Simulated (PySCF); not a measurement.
The dipole of `[SiH3]c1cc(C(O)=O)co1` from its density and from atomic charges.

Coordinates (GFN2-xTB, Å) and charges (e) from the PBE0/pcSseg-1 density (PySCF):

| atom | x | y | z | Mulliken | IAO | Hirshfeld | ESP-fitted |
| --- | --- | --- | --- | --- | --- | --- | --- |
| O1 | 2.657 | 1.335 | -1.227 | -0.4060 | -0.4700 | -0.2768 | -0.5204 |
| C2 | 2.401 | 0.415 | -0.493 | +0.5454 | +0.5279 | +0.2015 | +0.6583 |
| O3 | 3.360 | -0.362 | 0.045 | -0.3767 | -0.4911 | -0.1770 | -0.6266 |
| C4 | 1.058 | 0.010 | -0.085 | -0.3527 | -0.1280 | -0.0568 | -0.0474 |
| C5 | 0.699 | -1.026 | 0.743 | +0.3068 | +0.0526 | +0.0362 | -0.0162 |
| O6 | -0.621 | -1.078 | 0.876 | -0.3607 | -0.2123 | -0.0500 | -0.1567 |
| C7 | -1.166 | -0.073 | 0.137 | -0.0542 | -0.1269 | -0.0416 | +0.0673 |
| Si8 | -3.035 | 0.094 | 0.142 | +0.5648 | +0.6209 | +0.3197 | +0.2951 |
| C9 | -0.164 | 0.624 | -0.473 | -0.0487 | -0.1843 | -0.0719 | -0.3103 |
| H10 | 4.230 | -0.054 | -0.256 | +0.2441 | +0.3745 | +0.1876 | +0.4512 |
| H11 | 1.293 | -1.752 | 1.262 | +0.1093 | +0.1884 | +0.0713 | +0.1837 |
| H12 | -3.361 | 1.228 | -0.718 | -0.0894 | -0.1099 | -0.0658 | -0.0591 |
| H13 | -3.616 | -1.147 | -0.371 | -0.0793 | -0.1124 | -0.0706 | -0.0617 |
| H14 | -3.479 | 0.324 | 1.517 | -0.0792 | -0.1125 | -0.0706 | -0.0625 |
| H15 | -0.262 | 1.470 | -1.121 | +0.0764 | +0.1831 | +0.0648 | +0.2053 |

Task: What dipole does each set of charges give (1 e·Å = 4.803 D), and what does the density give?

Result: The full density gives (-0.28, -1.18, 0.94) D, 1.54 D in size; dipole vectors point from the negative to the positive end.

```csv
scheme,μx,μy,μz,size (D),share of the full size (%),angle to the full dipole (°)
Mulliken,-2.86,-1.05,1.02,3.22,209,52
IAO,-1.72,-1.10,0.97,2.26,147,39
Hirshfeld,-0.81,-1.34,1.10,1.92,125,14
ESP-fitted,-0.31,-1.19,0.94,1.54,100,1
```

Task: Which set comes closest?

Result: Length of the difference vector: ESP-fitted 0.02 D, Hirshfeld 0.58 D, IAO 1.44 D, Mulliken 2.58 D. Closest: ESP-fitted. 

Task: What is left for the Hirshfeld atoms' own dipoles?

Result: The Hirshfeld atoms' densities add up to the full density, so μ = Σ q r + Σ (atomic dipoles). The atomic dipoles sum to (-0.28, -1.18, 0.94) − (-0.81, -1.34, 1.10) = (0.53, 0.16, -0.16) D, 0.58 D in size.

Task: With the origin at the mean of the coordinates, (0.000, 0.001, -0.001) Å, which are the largest single terms, by size, of the Mulliken dipole along the direction of the full one?

Result: O1 +4.42, C2 -2.78, O6 -2.57, C5 +1.64, Si8 +1.56 D; all 15 atoms together +1.96 D. The single terms depend on the origin, their sum doesn't.

Task: Give the size of the full dipole in other units.

Result: 1.54 D = 0.605 au = 0.320 e·Å = 5.13 × 10⁻³⁰ C·m.

One conformer (not necessarily the lowest) at the GFN2-xTB geometry, without solvent, vibrations or thermal averaging.

The run behind these numbers computed NMR shieldings as well. Time: 70 s wall (grids of density and orbitals included); peak memory 0.77 GiB. Hardware: Intel Xeon at 2.70 GHz, one thread, shared host.

Shape of the structure used: `[O:1]=[C:2]([OH:3])[c:4]1[cH:5][o:6][c:7]([SiH3:8])[cH:9]1`: O1–C2–C4–C5 180°, H–O3–C2–O1 0°.
